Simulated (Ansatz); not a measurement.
The first iterations of a band of CH$_{9}$GaSiSn (13 atoms, charge 0, multiplicity 1).

Theory: RKS PBE0-D4/def2-SVP (Ansatz).

```
movable images  : 5
climbing image  : yes
spring          : 5.0 eV/Å²
optimiser       : quadratic models (default)
start path      : through a guess of the saddle point
force threshold : 0.05 eV/Å
iteration limit : 56
end points      : relaxed
```

Image 0:

```xyz
13
Properties=species:S:1:pos:R:3
Ga -1.351 2.514 0.055
C -0.786 0.711 0.613
Si 0.450 -0.019 -0.607
Sn 1.194 -2.391 0.053
H -2.610 2.677 -0.872
H -0.509 3.761 0.508
H -0.307 0.754 1.605
H -1.658 0.039 0.670
H 1.663 0.857 -0.700
H -0.148 -0.071 -1.982
H 2.262 -3.076 -1.100
H -0.170 -3.424 0.196
H 1.991 -2.367 1.573
```

Image 6:

```xyz
13
Properties=species:S:1:pos:R:3
Ga -1.340 2.521 0.062
C -0.776 0.717 0.620
Si 0.432 -0.028 -0.619
Sn 1.194 -2.391 0.055
H -0.521 3.773 0.543
H -2.578 2.679 -0.893
H -0.285 0.759 1.606
H -1.654 0.053 0.690
H 1.643 0.846 -0.751
H -0.198 -0.097 -1.977
H 2.338 -3.033 -1.051
H -0.148 -3.461 0.115
H 1.912 -2.372 1.615
```

| iteration | highest image above the first end (eV) | largest band force component (eV/Å) |
| --- | --- | --- |
| 1 | 79.697 | 301.362 |
| 2 | 20.931 | 61.946 |
| 3 | 13.877 | 43.773 |
| 4 | 7.256 | 23.728 |
| 5 | 3.814 | 12.146 |

Problem. Does the band converge within its limit, and where does its top end?

Solution. The forces met the threshold. It ended after 16 iterations with the highest image 0.058 eV above the first end. A vibrational analysis at the climbing image gives one clearly imaginary mode, 98i cm⁻¹: a first-order saddle point.

The run took 7.9 min on 2 threads of Arm Neoverse V1, with other jobs on the host, peak memory 0.4 GiB.
